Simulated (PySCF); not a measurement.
B₄⁺: from structure and modes to constants

Level of theory: UPBE0/[B def2-TZVP], no relativity, density fitting, PySCF.

The doublet minimum has D2h symmetry. Masses (u): B 11.00930.

```xyz
4
charge 1 multiplicity 2, angstrom
B     0.8312    0.8312    0.0000
B    -0.7087    0.7087    0.0000
B    -0.8312   -0.8312    0.0000
B     0.7087   -0.7087    0.0000
```

Harmonic wavenumbers (cm⁻¹): 245.9 (ag, ×1), 295.4 (b3u, ×1), 1082.6 (b2u, ×1), 1120.5 (b3g, ×1), 1148.2 (ag, ×1), 1215.4 (b1u, ×1).

Problem. Find the principal moments of inertia and the rotational constants. What kind of rotor is it?

Solution. About the centre of mass I = 22.119, 30.426, 52.545 u Å². With B = 16.8576/I this gives 0.7621, 0.554, 0.3208 cm⁻¹. The molecule is an asymmetric top with κ = 0.06.

Problem. Find the vibrational entropy and heat capacity at 298.15 K.

Solution. With u = 1.43878 ω/T, each mode gives S = R[u/(eᵘ−1) − ln(1−e⁻ᵘ)] and C = R u² eᵘ/(eᵘ−1)².
```
ω (cm⁻¹)      u  S (J/(mol K))  C (J/(mol K))
   245.9  1.187           7.36           7.40
   295.4  1.426           6.04           7.04
  1082.6  5.224           0.28           1.24
  1120.5  5.407           0.24           1.10
  1148.2  5.541           0.21           1.01
  1215.4  5.865           0.16           0.82
```
The sums over all modes are S = 14.3 and C = 18.6 J/(mol K); the softest mode gives 52 % of the entropy.

Problem. Give the standard entropy (298.15 K, 1 bar) by its translational, rotational, vibrational and spin parts, and Cp.

Solution. Sackur–Tetrode with M = 44.04 u gives 156.1; rotation with symmetry number 4 gives 80.5; vibration 14.3; spin R ln 2 = 5.8. The total is 256.7 J/(mol K), and Cp = 4 R + 18.6 = 51.9 J/(mol K).

Only a few start shapes were tried, so a lower isomer may exist.
